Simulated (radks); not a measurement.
Results of a calculation; reference values are marked as such.
Question: The mean radii <r> (bohr) of the occupied orbitals of an atom or ion are listed with their occupations. Level of theory: Dirac Kohn-Sham, PBE, spin-unpolarised, spherical densities, finite nucleus; Fermi nuclear charge, rms radius of each element as measured or else 0.836 A^(1/3) + 0.57 fm (a radial shooting solver on a logarithmic mesh with Libxc functionals).

orbital  occ.      <r>
1s1/2       2  0.01835
2s1/2       2  0.07695
2p1/2       2  0.06365
2p3/2       4  0.07161
3s1/2       2   0.2006
3p1/2       2   0.1905
3p3/2       4   0.2053
3d3/2       4   0.1797
3d5/2       6   0.1842
4s1/2       2   0.4495
4p1/2       2   0.4546
4p3/2       4   0.4878
4d3/2       4   0.5047
4d5/2       6   0.5161
5s1/2       2    1.060
5p1/2       2    1.159
5p3/2       4    1.251
4f5/2       6   0.6001
4f7/2       8   0.6094
5d3/2       2    1.645

Name the element and its charge. Open shells, if any, fill j = l - 1/2 first.

Answer: Z = 74, tungsten, charge +4: W4+ in [Xe] 4f14 5d2. The 1s radius gives Z: for a bare nucleus <r> = (2 gamma + 1)/(2Z) with gamma = sqrt(1 - (Z/c)^2), 0.01813 bohr for Z = 74, and screening makes it slightly larger (0.01835 here). The occupations add up to 70, and the charge is Z minus that.
